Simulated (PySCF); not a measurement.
Zn(NH2)(SiH3) (H5NSiZn), SMILES [NH2][Zn][SiH3].

Geometry: PBE0-D3(BJ)/def2-SVP. Other conformers were not sampled.

Calculation: IEF-PCM-ωB97X/def2-SVP (PySCF 2.14.0).

The values are the electrostatic part of the solvation free energy, E(continuum) − E(gas) at the gas-phase geometry, in a cavity of scaled van der Waals radii (PySCF's table); cavitation and dispersion terms are not included. A continuum can't describe solvent molecules that bind to the metal. In vacuum the orbital gap is 10.74 eV. The dipole moment in vacuum is 1.29 D.

Computed values in water (ε = 78.36), 1-octanol (ε = 9.86), cyclohexanone (ε = 15.62):
| solvent | ε | ΔG(elec) (kcal/mol) | dipole (D) | gap (eV) |
|---|---|---|---|---|
| water | 78.36 | -10.3 | 1.79 | 11.01 |
| 1-octanol | 9.86 | -8.7 | 1.70 | 10.97 |
| cyclohexanone | 15.62 | -9.3 | 1.74 | 10.98 |
